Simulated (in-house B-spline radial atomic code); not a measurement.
Radial electron density of neutral iridium, [Xe] 4f14 5d7 6s2. Computed with an all-electron radial atomic-structure program (B-spline basis): scalar-relativistic (X2C) wB97X, spin-polarised, spherical fractional occupations, Fermi nucleus of rms radius 5.4032 fm.

Caution: exact exchange at fractional occupations of open shells leaves self-interaction of up to several eV.

One-electron X2C: radii and densities carry no picture-change correction, so inner-shell <1/r> comes out high (for 1s by about 2 % at Z = 33, 5 % at 54, 10 % at 75, 30 % at 118) and <r> low.

Columns: r (bohr), 4πr²n(r) (electrons per bohr), bar.

```
0.000325    3.354 #
0.000408    4.587 #
0.000511    6.227 ##
0.000641    8.437 ###
0.000803    11.35 ####
 0.00101    15.27 #####
 0.00126    20.16 ######
 0.00158    26.56 ########
 0.00198    34.56 ###########
 0.00248     44.3 ##############
 0.00311    55.81 #################
  0.0039    68.71 #####################
 0.00488    82.04 ##########################
 0.00612    94.69 #############################
 0.00767    104.6 #################################
 0.00961    109.8 ##################################
   0.012      109 ##################################
  0.0151    102.9 ################################
  0.0189    95.62 ##############################
  0.0237    93.62 #############################
  0.0297    102.7 ################################
  0.0372    121.8 ######################################
  0.0466    139.7 ###########################################
  0.0585    141.5 ############################################
  0.0733    125.2 #######################################
  0.0918    110.6 ##################################
   0.115    117.4 #####################################
   0.144    131.7 #########################################
   0.181    119.1 #####################################
   0.226    84.84 ##########################
   0.284    70.36 ######################
   0.356    81.67 #########################
   0.446    79.14 #########################
   0.558    53.81 #################
     0.7    30.78 ##########
   0.877    21.22 #######
     1.1    16.25 #####
    1.38    10.69 ###
    1.73    6.126 ##
    2.16    3.452 #
    2.71    1.894 #
     3.4   0.9358 
    4.26   0.3728 
    5.33   0.1052 
    6.68  0.01876 
    8.38 0.001967 
    10.5 0.0001164
```

On this grid the curve has 4 maxima, near 0.00961, 0.0585, 0.144, 0.356 bohr.

The 5d up radial function P(r) = rR(r), positive near the nucleus:

```
r (bohr)          P
 0.00612  0.0009214
 0.00961   0.002981
  0.0151   0.009335
  0.0237    0.02734
  0.0372    0.07181
  0.0585     0.1578
  0.0918     0.2534
   0.144     0.2118
   0.226    -0.1076
   0.356    -0.3951
   0.558   -0.07551
   0.877     0.5987
    1.38     0.8429
    2.16     0.5611
     3.4     0.2151
    5.33    0.04441
    8.38   0.003135
```
